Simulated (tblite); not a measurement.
Compound: C₅H₈ClO (doublet state).
Cartesian coordinates in Å at the GFN2-xTB level; atoms count from 1:
```xyz
15
C5H8ClO angstrom
C     -3.2025    0.5798   -0.1364
C     -2.1382    0.0280   -0.6106
C     -0.9820   -0.5076    0.2208
Cl    -0.9209   -2.2818    0.0233
C      0.3423    0.0979   -0.2237
O      1.3317   -0.2541    0.7086
C      2.6165    0.1735    0.3356
H     -3.6332    0.8355    0.8027
H     -1.9956   -0.1108   -1.6756
H     -1.1364   -0.3192    1.2845
H      0.2329    1.1952   -0.2723
H      0.6072   -0.2658   -1.2286
H      2.9234   -0.2758   -0.6168
H      3.2901   -0.1526    1.1248
H      2.6603    1.2658    0.2418
```

Calculated harmonic vibrations of the isolated species, GFN2-xTB (tblite), most abundant isotopes, no scaling. Against measured fundamentals such values can be off by several per cent, at times by over 20. One conformer, not necessarily the lowest. Open shells enter through the occupations alone, without spin polarisation, and single modes of such species can be off by tens of per cent.

Harmonic wavenumbers (cm⁻¹): 53.6, 74.6, 81.9, 146.3, 223.2, 254.8, 291.5, 333.4, 396.8, 488.5, 611.9, 672.5, 735.8, 922.0, 963.0, 989.4, 997.5, 1074.5, 1119.9, 1134.4, 1148.2, 1174.6, 1193.9, 1236.6, 1246.0, 1342.0, 1405.4, 1466.7, 1474.8, 1488.0, 1713.6, 2824.7, 2871.9, 2897.8, 2920.2, 2970.0, 3016.5, 3035.5, 3201.9.

A = 3177, B = 1319, C = 994.4 MHz; mass 119.026 u (most abundant isotopes); point group C1, symmetry number 1; spin multiplicity 2.

Problem. What is the zero-point energy?

Solution. ½Σν̃ = 25097 cm⁻¹ = 300.23 kJ/mol.

Problem. Give the ideal-gas entropy at 273.15 K and 1 bar in the rigid-rotor, harmonic-oscillator model (classical rotation).

Solution. Translation 166.64, rotation 119.14, vibration 97.00, spin (R ln 2) 5.76: S = 388.5 J/(mol K).

Problem. And Cp and H(273.15 K) − H(0)?

Solution. Cp = 126.38 J/(mol K), of which vibrations give 93.12 (their classical limit is 39 R = 324.3); H(273.15 K) − H(0) = 22.75 kJ/mol without the zero-point energy, 13.67 from vibrations.

Problem. Blend soft modes into free rotors: weight 1/[1 + (100 cm⁻¹/ν̃)⁴] for the oscillator and the rest for a rotor with moment μB/(μ + B), μ = h/(8π²ν), B = 10⁻⁴⁴ kg m². What vibrational entropy results?

Solution. 88.08 J/(mol K) in place of 97.00, which changes −T·S at 273.15 K by +2.44 kJ/mol.

Problem. Which modes carry the vibrational entropy at 273.15 K?

Solution. 53.6 cm⁻¹: 18.86; 74.6 cm⁻¹: 16.13; 81.9 cm⁻¹: 15.37; 146.3 cm⁻¹: 10.68; 223.2 cm⁻¹: 7.43; 254.8 cm⁻¹: 6.47 J/(mol K); the other 33 give 22.06 together.

Problem. How do the functions run with temperature in this model?

Solution. 
```
 T (K)  S (J/(mol K))  Cp (J/(mol K))  H − H(0) (kJ/mol)  G − H(0) (kJ/mol)  ln q(vib)
    50          247.7            54.5               2.09             -10.29       0.48
   100          291.6            74.1               5.32             -23.84       1.63
298.15          399.9           134.1              26.01             -93.24       6.20
373.15          432.5           156.9              36.93            -124.47       7.81
   500          483.4           191.2              59.08            -182.61      10.44
   750          570.9           239.9             113.43            -314.71      15.36
  1000          644.5           271.8             177.65            -466.89      19.90
```

q(vib) and H(0) count from the zero-point level.

Problem. What must be added to the electronic energy to get the Gibbs energy at 273.15 K and 1 bar?

Solution. ZPE + [H(273.15 K) − H(0)] − T·S = 300.23 + 22.75 − 106.13 = 216.85 kJ/mol.

Hindered rotation and anharmonicity are outside this model. Other conformers, if any are populated, would add a mixing term that is left out. The structure is chiral; the term R ln 2 for an equal mix with its mirror image is left out.
